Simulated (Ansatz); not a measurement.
Geometry optimisation of C₆H₁₁BO₃, SMILES `CC1=CC(C)=[O+][B-](C)(O)O1`.

```yaml
crystal:
  periodic: [false, false, false]
  atoms:
    - {symbol: C, position_ang: [1.918469, -1.298137, 1.687037]}
    - {symbol: C, position_ang: [0.970727, -0.607712, 0.750655]}
    - {symbol: C, position_ang: [0.407100, 0.648755, 1.045711]}
    - {symbol: C, position_ang: [-0.236882, 1.351387, 0.008981]}
    - {symbol: C, position_ang: [-0.621854, 2.795676, 0.139721]}
    - {symbol: O, position_ang: [-0.490304, 0.806407, -1.132356]}
    - {symbol: B, position_ang: [-0.399947, -0.758129, -1.358014]}
    - {symbol: C, position_ang: [-1.776973, -1.433326, -0.904634]}
    - {symbol: O, position_ang: [-0.013024, -1.021022, -2.679267]}
    - {symbol: O, position_ang: [0.750663, -1.210397, -0.368145]}
    - {symbol: H, position_ang: [2.038670, -0.754879, 2.641704]}
    - {symbol: H, position_ang: [1.556817, -2.328154, 1.883470]}
    - {symbol: H, position_ang: [2.909089, -1.400270, 1.196354]}
    - {symbol: H, position_ang: [0.615065, 1.139851, 2.003617]}
    - {symbol: H, position_ang: [-0.323567, 3.227422, 1.111727]}
    - {symbol: H, position_ang: [-0.158285, 3.375712, -0.684138]}
    - {symbol: H, position_ang: [-1.719883, 2.893129, 0.012871]}
    - {symbol: H, position_ang: [-2.609218, -1.088134, -1.552628]}
    - {symbol: H, position_ang: [-1.718435, -2.537149, -1.003623]}
    - {symbol: H, position_ang: [-2.051473, -1.203724, 0.146859]}
    - {symbol: H, position_ang: [0.828745, -0.586704, -2.899002]}
basis:
  gaussian: {orbitals: def2-TZVP}
hamiltonian: {xc: pbe0, dispersion: d4}
relax: {f_tol: 0.005, max_steps: 150}
```

```sh
$ ansatz run in.yaml --threads 4 --pin off --events-out ev --progress --plain --max-ram 66560MiB --backend cuda --devices 0, --max-vram 37GiB
```

It prints (some lines left out):

```
Functional definition: PBE0
mean field -13211.93648517 eV, -485.5297104578 hartree, gradient 3.6e-5 eV, S^2 0.000000; 0 other end points of the search recorded, 0 dependent functions left out
relax step   1: F+E_penalty+E_count = -13212.39548674 eV  Δ(F+E_penalty+E_count) = +0.000e0 eV  max|allowed force component| = 7.924e-1 eV/Å  Δτ_max = 0.0000 Å  (33 SCF iters, accepted)
mean field -13212.02426340 eV, -485.5329362481 hartree, gradient 1.9e-5 eV, S^2 0.000000; 0 other end points of the search recorded, 0 dependent functions left out
relax step   2: F+E_penalty+E_count = -13212.48720549 eV  Δ(F+E_penalty+E_count) = -9.172e-2 eV  max|allowed force component| = 2.322e-1 eV/Å  Δτ_max = 0.0353 Å  (33 SCF iters, accepted)
mean field -13212.03167672 eV, -485.5332086828 hartree, gradient 1.9e-5 eV, S^2 0.000000; 0 other end points of the search recorded, 0 dependent functions left out
relax step   3: F+E_penalty+E_count = -13212.49653362 eV  Δ(F+E_penalty+E_count) = -9.328e-3 eV  max|allowed force component| = 8.985e-2 eV/Å  Δτ_max = 0.0164 Å  (34 SCF iters, accepted)
mean field -13212.03217934 eV, -485.5332271536 hartree, gradient 1.9e-5 eV, S^2 0.000000; 0 other end points of the search recorded, 0 dependent functions left out
relax step   4: F+E_penalty+E_count = -13212.49710905 eV  Δ(F+E_penalty+E_count) = -5.754e-4 eV  max|allowed force component| = 3.601e-2 eV/Å  Δτ_max = 0.0078 Å  (34 SCF iters, accepted)
mean field -13212.03241236 eV, -485.5332357170 hartree, gradient 1.8e-5 eV, S^2 0.000000; 0 other end points of the search recorded, 0 dependent functions left out
relax step   5: F+E_penalty+E_count = -13212.49732867 eV  Δ(F+E_penalty+E_count) = -2.196e-4 eV  max|allowed force component| = 1.181e-2 eV/Å  Δτ_max = 0.0033 Å  (34 SCF iters, accepted)
mean field -13212.03248149 eV, -485.5332382574 hartree, gradient 1.8e-5 eV, S^2 0.000000; 0 other end points of the search recorded, 0 dependent functions left out
relax step   6: F+E_penalty+E_count = -13212.49739448 eV  Δ(F+E_penalty+E_count) = -6.581e-5 eV  max|allowed force component| = 3.175e-2 eV/Å  Δτ_max = 0.0062 Å  (34 SCF iters, accepted)
mean field -13212.03246787 eV, -485.5332377571 hartree, gradient 1.8e-5 eV, S^2 0.000000; 0 other end points of the search recorded, 0 dependent functions left out
relax step   7: F+E_penalty+E_count = -13212.49741793 eV  Δ(F+E_penalty+E_count) = -2.345e-5 eV  max|allowed force component| = 1.923e-2 eV/Å  Δτ_max = 0.0188 Å  (34 SCF iters, accepted)
mean field -13212.03253703 eV, -485.5332402985 hartree, gradient 1.8e-5 eV, S^2 0.000000; 0 other end points of the search recorded, 0 dependent functions left out
relax step   8: F+E_penalty+E_count = -13212.49752346 eV  Δ(F+E_penalty+E_count) = -1.055e-4 eV  max|allowed force component| = 8.433e-3 eV/Å  Δτ_max = 0.0040 Å  (34 SCF iters, accepted)
mean field -13212.03257508 eV, -485.5332416970 hartree, gradient 1.8e-5 eV, S^2 0.000000; 0 other end points of the search recorded, 0 dependent functions left out
relax step   9: F+E_penalty+E_count = -13212.49760554 eV  Δ(F+E_penalty+E_count) = -8.208e-5 eV  max|allowed force component| = 4.489e-3 eV/Å  Δτ_max = 0.0147 Å  (34 SCF iters, accepted)
mean field -13212.03253100 eV, -485.5332400770 hartree, gradient 1.8e-5 eV, S^2 0.000000; 0 other end points of the search recorded, 0 dependent functions left out
relax step  10: F+E_penalty+E_count = -13212.49766615 eV  Δ(F+E_penalty+E_count) = -6.060e-5 eV  max|allowed force component| = 2.034e-2 eV/Å  Δτ_max = 0.0342 Å  (33 SCF iters, accepted)
mean field -13212.03250531 eV, -485.5332391329 hartree, gradient 1.8e-5 eV, S^2 0.000000; 0 other end points of the search recorded, 0 dependent functions left out
relax step  11: F+E_penalty+E_count = -13212.49765811 eV  Δ(F+E_penalty+E_count) = +8.043e-6 eV  max|allowed force component| = 3.066e-2 eV/Å  Δτ_max = 0.0068 Å  (34 SCF iters, rejected (line search))
mean field -13212.03257158 eV, -485.5332415684 hartree, gradient 1.8e-5 eV, S^2 0.000000; 0 other end points of the search recorded, 0 dependent functions left out
relax step  12: F+E_penalty+E_count = -13212.49770238 eV  Δ(F+E_penalty+E_count) = -3.623e-5 eV  max|allowed force component| = 3.991e-3 eV/Å  Δτ_max = 0.0034 Å  (34 SCF iters, accepted)
mean field -13212.03257126 eV, -485.5332415565 hartree, gradient 1.8e-5 eV, S^2 0.000000; 0 other end points of the search recorded, 0 dependent functions left out
relax step  13: F+E_penalty+E_count = -13212.49771097 eV  Δ(F+E_penalty+E_count) = -8.592e-6 eV  max|allowed force component| = 4.416e-3 eV/Å  Δτ_max = 0.0093 Å  (34 SCF iters, accepted)
mean field -13212.03257419 eV, -485.5332416642 hartree, gradient 1.8e-5 eV, S^2 0.000000; 0 other end points of the search recorded, 0 dependent functions left out
relax step  14: F+E_penalty+E_count = -13212.49771325 eV  Δ(F+E_penalty+E_count) = -2.281e-6 eV  max|allowed force component| = 7.148e-3 eV/Å  Δτ_max = 0.0110 Å  (34 SCF iters, accepted)
mean field -13212.03258990 eV, -485.5332422413 hartree, gradient 1.8e-5 eV, S^2 0.000000; 0 other end points of the search recorded, 0 dependent functions left out
relax step  15: F+E_penalty+E_count = -13212.49771609 eV  Δ(F+E_penalty+E_count) = -2.842e-6 eV  max|allowed force component| = 1.408e-3 eV/Å  Δτ_max = 0.0012 Å  (34 SCF iters, accepted)
mean field -13212.03258990 eV, -485.5332422413 hartree, gradient 1.8e-5 eV, S^2 0.000000; 1 other end points of the search recorded, 0 dependent functions left out
Total energy: -13212.49775841 eV, -485.5503368688 hartree
Atom 0 at     1.894046    -1.284622     1.670444 Å, force     0.000520    -0.000079     0.000351 eV/Å
Atom 1 at     0.966977    -0.593397     0.734011 Å, force     0.000453    -0.001251    -0.001032 eV/Å
Atom 2 at     0.402138     0.642403     1.032579 Å, force    -0.000247     0.000667     0.000389 eV/Å
Atom 3 at    -0.233319     1.335838     0.007466 Å, force     0.000917     0.001049    -0.000341 eV/Å
Atom 4 at    -0.625237     2.764664     0.145613 Å, force    -0.000435    -0.000193     0.000177 eV/Å
Atom 5 at    -0.475658     0.802666    -1.123605 Å, force    -0.000714    -0.001408     0.000400 eV/Å
Atom 6 at    -0.383059    -0.739895    -1.340602 Å, force     0.000002     0.000925     0.000136 eV/Å
Atom 7 at    -1.748550    -1.419784    -0.890562 Å, force    -0.000241    -0.000544     0.000156 eV/Å
Atom 8 at    -0.006687    -1.003519    -2.662409 Å, force     0.000225    -0.000014    -0.000363 eV/Å
Atom 9 at     0.760001    -1.183611    -0.375605 Å, force    -0.000740     0.000619     0.000886 eV/Å
Atom 10 at     2.076609    -0.702296     2.571595 Å, force    -0.000027    -0.000036     0.000005 eV/Å
Atom 11 at     1.467976    -2.254140     1.940569 Å, force    -0.000007    -0.000034     0.000060 eV/Å
Atom 12 at     2.839836    -1.482349     1.161012 Å, force     0.000077    -0.000001     0.000031 eV/Å
Atom 13 at     0.601069     1.122316     1.978313 Å, force     0.000005     0.000115     0.000209 eV/Å
Atom 14 at    -0.337278     3.177705     1.110484 Å, force     0.000072     0.000036     0.000046 eV/Å
Atom 15 at    -0.163322     3.344448    -0.656636 Å, force     0.000184    -0.000020    -0.000174 eV/Å
Atom 16 at    -1.707444     2.849626     0.018798 Å, force    -0.000055     0.000213    -0.000022 eV/Å
Atom 17 at    -2.571192    -1.081405    -1.526456 Å, force    -0.000038     0.000147    -0.000294 eV/Å
Atom 18 at    -1.684393    -2.506847    -0.989526 Å, force     0.000022    -0.000100    -0.000128 eV/Å
Atom 19 at    -2.016110    -1.195260     0.147446 Å, force    -0.000257    -0.000100     0.000054 eV/Å
Atom 20 at     0.819099    -0.581939    -2.906029 Å, force     0.000284     0.000010    -0.000548 eV/Å
Dipole moment:     0.503087     0.645010     0.881915 e Å
```

Run time 36 s (4 threads of an AMD EPYC 7R13 on a shared host and a share of an NVIDIA H100 80 GB); peak host memory 1 GiB.
